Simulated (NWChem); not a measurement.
## Correlation energy of Sb (+1)

```xyz
1

Sb     0.0000     0.0000     0.0000
```
Charge +1, spin multiplicity 3.

All runs are NWChem calculations.

Basis set: def2-TZVP. Each correlation energy counts from its own Hartree-Fock reference.

```json
[
 {"method": "CCSD[T] on UHF", "correlation energy (mHa)": "-268.0"},
 {"method": "CCSD on UHF", "correlation energy (mHa)": "-262.5"},
 {"method": "CCSD(T) on ROHF", "correlation energy (mHa)": "-271.8"},
 {"method": "CCSD on ROHF", "correlation energy (mHa)": "-266.5"},
 {"method": "SCS-UMP2", "correlation energy (mHa)": "-236.4"},
 {"method": "CCSD(T) on UHF", "correlation energy (mHa)": "-267.6"},
 {"method": "UMP2", "correlation energy (mHa)": "-265.9"},
 {"method": "CCSD[T] on ROHF", "correlation energy (mHa)": "-272.1"}
]
```

The values span 35.7 mHa, from CCSD[T] on ROHF (lowest) to SCS-UMP2 (highest). 

Effective core potentials replace the inner electrons of Sb; spin-orbit coupling is left out. The correlated methods keep 4 core orbitals frozen. The stability of the SCF solutions was not checked. Open-shell Hartree-Fock references start from PBE0 orbitals. No row is a measurement; the coupled-cluster row has its own basis-set and correlation limits.
